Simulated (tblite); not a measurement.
C₅H₇O₂S (charge -1).
Bonds: C1–S2, S2–C3, C3–C4, C4–O5 (double), C4–O6, C3–C7, C7–C8, C3–C8. Hydrogens: H9, H10, H11 on C1; H12, H13 on C7; H14, H15 on C8.
Bond orders are those of one Lewis drawing.

Computed with GFN2-xTB (tblite), gas phase: nudged elastic band of 9 images (0 to 8), spring 0.2 eV/Å², climbing image at the end, force threshold 0.05 eV/Å. The top image wasn't refined or checked by frequencies; at this threshold it can lie a kcal/mol or more above the true saddle point of the method.

Path: rotation about C3–S2 (sp3 carbon bound to sulfur, sulfide sulfur), followed by the dihedral C8–C3–S2–C1. Start geometry (image 0):
```
atom  x, y, z in Å
C1      2.006    0.925   -0.708
S2      0.849   -0.294   -1.401
C3     -0.450   -0.185   -0.156
C4     -1.118    1.224    0.107
O5     -1.976    1.187    0.994
O6     -0.708    2.168   -0.570
C7     -0.310   -1.124    1.013
C8     -1.327   -1.399   -0.046
H9      1.451    1.850   -0.581
H10     2.385    0.560    0.245
H11     2.817    1.048   -1.419
H12    -0.663   -0.753    1.965
H13     0.563   -1.762    1.066
H14    -1.157   -2.223   -0.726
H15    -2.365   -1.212    0.194
```

The converged band, energies from image 0, some withheld:

| image | dihedral (°) | C8–C3 (Å) | C3–S2 (Å) | S2–C1 (Å) | C8–C3–S2 (°) | C3–S2–C1 (°) | E (kcal/mol) |
| --- | --- | --- | --- | --- | --- | --- | --- |
| 0 | -156 | 1.501 | 1.802 | 1.817 | 115.0 | 98.9 | 0.00 |
| 1 | -140 | 1.501 | 1.801 | 1.816 | 115.3 | 98.2 | ? |
| 2 | -127 | 1.503 | 1.802 | 1.819 | 114.9 | 99.8 | 2.46 |
| 3 | -114 | 1.505 | 1.805 | 1.823 | 114.9 | 101.7 | ? |
| 4 | -99 | 1.505 | 1.806 | 1.826 | 115.9 | 103.1 | 5.61 |
| 5 | -82 | 1.504 | 1.805 | 1.829 | 118.0 | 103.7 | ? |
| 6 | -66 | 1.500 | 1.801 | 1.834 | 121.2 | 102.7 | 5.70 |
| 7 | -49 | 1.497 | 1.797 | 1.842 | 123.5 | 101.3 | ? |
| 8 | -38 | 1.496 | 1.798 | 1.844 | 124.9 | 101.6 | 4.19 |

**Question.** Estimate the withheld energies, and name the highest image.

**Answer.** image 1: 0.73 kcal/mol; image 3: 4.20 kcal/mol; image 5: 6.31 kcal/mol; image 7: 4.47 kcal/mol. The highest is image 5.

**Question.** Between which neighbours does the energy rise most, and fall most?

**Answer.** It rises most from image 2 to 3 (+1.74 kcal/mol) and falls most from image 6 to 7 (-1.23 kcal/mol).

**Question.** Give the height of the top above the start in other units, and in kT at 298.15 K.

**Answer.** 0.2735 eV = 6.31 kcal/mol = 26.4 kJ/mol = 2206 cm⁻¹, or 10.6 kT.

**Question.** What forces remain on the atoms at the highest image?

**Answer.** 
```
atom  x, y, z in Å  |  force x, y, z in eV/Å
C1      2.180    0.357   -0.678    0.001   0.002   0.000
S2      0.548    0.687   -1.434    0.000  -0.002   0.000
C3     -0.624    0.192   -0.153    0.001  -0.001   0.001
C4     -1.792    1.246    0.034    0.006   0.008  -0.009
O5     -2.595    0.938    0.920    0.001   0.004   0.006
O6     -1.748    2.217   -0.718    0.000  -0.009  -0.002
C7     -0.191   -0.589    1.048   -0.001  -0.002   0.001
C8     -0.967   -1.267   -0.034   -0.002  -0.001   0.001
H9      2.264    0.889    0.266   -0.001   0.000   0.002
H10     2.329   -0.711   -0.532    0.004   0.002  -0.002
H11     2.915    0.733   -1.383   -0.001   0.007   0.000
H12    -0.723   -0.344    1.958    0.000  -0.002   0.001
H13     0.846   -0.859    1.199   -0.001  -0.004   0.000
H14    -0.447   -1.972   -0.672   -0.005  -0.003   0.001
H15    -2.002   -1.510    0.157   -0.003  -0.001   0.001
```

The largest is 0.013 eV/Å, against the threshold of 0.05 eV/Å on the band's forces.

The cost below is that of the whole band run. The run took 5.6 s on an Arm Neoverse V1 with one thread, shared host with 64 logical CPUs at a one-minute load of 16, and the process peaked at 0.19 GiB of memory.
